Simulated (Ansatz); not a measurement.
The first iterations of a band of H5NO2Si2 (10 atoms, charge 0, multiplicity 1).

Theory: RKS r2SCAN/def2-SVP in Ansatz.

| Item | Value |
| --- | --- |
| movable images | 5 |
| climbing image | yes |
| spring | 5.0 eV/Å² |
| optimiser | quadratic models (default) |
| start path | through a guess of the saddle point |
| force threshold | 0.03 eV/Å |
| iteration limit | 58 |
| end points | relaxed |

First end point:

```xyz
10
Properties=species:S:1:pos:R:3
N -1.005 -0.583 -1.014
Si -0.528 -1.255 0.434
O 0.449 -0.509 1.413
Si 1.425 1.089 1.164
O 0.886 1.332 -0.505
H -0.554 0.334 -1.197
H -1.622 -0.975 -1.716
H -0.923 -2.656 0.684
H 0.299 1.893 1.825
H 1.657 1.277 -1.084
```

Last end point:

```xyz
10
Properties=species:S:1:pos:R:3
N -0.656 -0.327 -1.190
Si -1.214 -1.110 0.622
O -0.131 -0.034 1.558
Si 0.977 1.050 1.153
O 1.318 1.384 -0.323
H -1.410 0.209 -1.625
H -0.392 -1.064 -1.848
H -0.156 -2.206 0.401
H 1.577 1.718 2.326
H 0.170 0.328 -1.070
```

| iteration | highest image above the first end (eV) | largest band force component (eV/Å) |
| --- | --- | --- |
| 1 | 4.638 | 15.443 |
| 2 | 1.423 | 2.939 |
| 3 | 0.855 | 2.896 |
| 4 | 0.497 | 0.971 |
| 5 | 0.260 | 0.472 |
| 6 | 0.264 | 1.042 |

**Question.** Does the band converge within its limit, and where does its top end?

**Answer.** It converged. It ended after 20 iterations with the highest image 0.079 eV above the first end. A vibrational analysis at the climbing image gives one clearly imaginary mode, 183i cm⁻¹: a first-order saddle point. The orbitals stay closed-shell, which can raise the energy where a bond breaks towards radicals; this wasn't checked here.

The run took 9.9 min on 2 threads of Arm Neoverse V2 (shared host), peak memory 0.22 GiB.
